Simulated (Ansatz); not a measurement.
Mulliken charges of CH5NSeSi (`N=C[SiH2][SeH]`) from B3LYP/def2-TZVPP in Ansatz (PBE0-D4/def2-TZVP geometry).

```csv
atom,x (Å),y (Å),z (Å),charge (e)
N1,0.633,1.751,-0.418,-0.237
C2,0.168,0.633,-0.800,-0.113
Si3,0.429,-0.879,0.294,0.366
Se4,-1.587,-1.637,1.042,-0.184
H5,0.411,2.499,-1.079,0.147
H6,-0.410,0.517,-1.730,0.075
H7,1.346,-0.522,1.400,-0.046
H8,0.954,-2.013,-0.509,-0.065
H9,-1.855,-0.396,1.783,0.057
```

Q: By hand: the dipole of these point charges (1 e Å = 4.8032 D).

A: Σ q r = (0.080, 0.031, -0.113) e Å, of length 0.142 e Å = 0.68 D.

Q: How does the dipole of the full density compare? (Estimate.)

A: Computed: (-0.086, 0.083, -0.297) e Å, 1.54 D; the point charges give 0.44 times that, at 50° from its direction.

Point charges leave out the atoms' own dipoles, such as those of lone pairs, and Mulliken's split depends on the basis, so the two needn't agree.

B3LYP here is the variant with VWN-RPA as its local correlation; programs differ in this.
